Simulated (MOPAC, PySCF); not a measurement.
H₄O₄Si, SMILES `O[Si](O)(O)O`, neutral singlet in the gas phase. 

Cartesian coordinates (Å):
```xyz
9

O     -0.9521    -1.1300     0.6905
Si     0.0000     0.0000     0.0000
O     -0.6227     0.2845    -1.4804
O      0.0571     1.4419     0.7602
O      1.5178    -0.5964     0.0297
H     -0.5788    -1.6086     1.4317
H     -0.9804    -0.4724    -1.9463
H     -0.6691     2.0435     0.5907
H      2.2283     0.0376    -0.0762
```
Charge 0, spin multiplicity 1.

All levels are single points at this geometry (PBE0-D3(BJ)/def2-TZVP); Pople sets use spherical d functions. Orbital energies aren't observables, and empty levels follow the basis.

```
level                           HOMO (eV)  LUMO (eV)  gap (eV)  dipole (D)  vertical IE, Delta-SCF (eV)
------------------------------  ---------  ---------  --------  ----------  ---------------------------
PBE-D3(BJ)/def2-TZVP in PySCF       -7.33      -0.42      6.91        0.00                            –
PBE0-D3(BJ)/def2-TZVP in PySCF      -9.12       0.48      9.60        0.00                            –
B3LYP/3-21G in PySCF                -7.98       1.33      9.30        0.00                            –
B3LYP/6-311+G** in PySCF            -8.98      -0.70      8.28        0.00                            –
B3LYP/6-31G* in PySCF               -8.40       0.93      9.33        0.00                        10.97
B3LYP/LANL2DZ in PySCF              -8.98       0.55      9.53        0.00                            –
BP86/6-31G* in PySCF                -6.99       0.37      7.36        0.00                            –
M06-2X/6-31G* in PySCF             -10.53       2.16     12.69        0.00                            –
PBE/6-31G* in PySCF                 -6.87       0.32      7.19        0.00                            –
SVWN5/6-31G* in PySCF               -7.01       0.16      7.16        0.00                            –
HF/6-31G* in PySCF                 -13.50       4.79     18.29        0.00                        11.52
AM1 in MOPAC                       -12.34       1.97     14.31        0.00                            –
PM7 in MOPAC                       -11.94       0.54     12.48        0.00                            –
```
